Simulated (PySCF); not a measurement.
## Titanium: a sound run and one with changed settings

Sound run: Ti⁺ [Ar] 3d2 4s1, Ti²⁺ [Ar] 3d2. Calculation: PySCF 2.14, in cc-pVTZ (7s6p4d2f1g, 68 functions); the non-relativistic Hamiltonian (point nucleus). The sound run starts from symmetry-adapted Hartree-Fock orbitals and uses a fine grid where one is needed.

Changed run: radial step 1.2 in ln r (0.13 in the sound run). This setting is unsound on purpose.

```
species  method  sound run (hartree)  changed run (hartree)  converged
    Ti⁺     UHF           -848.20990             -848.20990        yes
    Ti⁺   B3LYP           -849.13364             -845.83495        yes
    Ti⁺    TPSS           -849.14313             -845.19077        yes
   Ti²⁺     UHF           -847.73760             -847.73760        yes
   Ti²⁺   B3LYP           -848.62425             -845.22617        yes
   Ti²⁺    TPSS           -848.64304             -844.47086        yes
```

Ionisation energy of Ti⁺:

| method | sound run (eV) | changed run (eV) |
| --- | --- | --- |
| UHF | 12.852 | 12.852 |
| B3LYP | 13.861 | 16.566 |
| TPSS | 13.608 | 19.590 |

A coarse radial grid mis-integrates the density and the exchange-correlation energy, with errors of either sign; Hartree-Fock needs no grid.

For comparison, NIST gives 13.575 eV between the lowest levels.
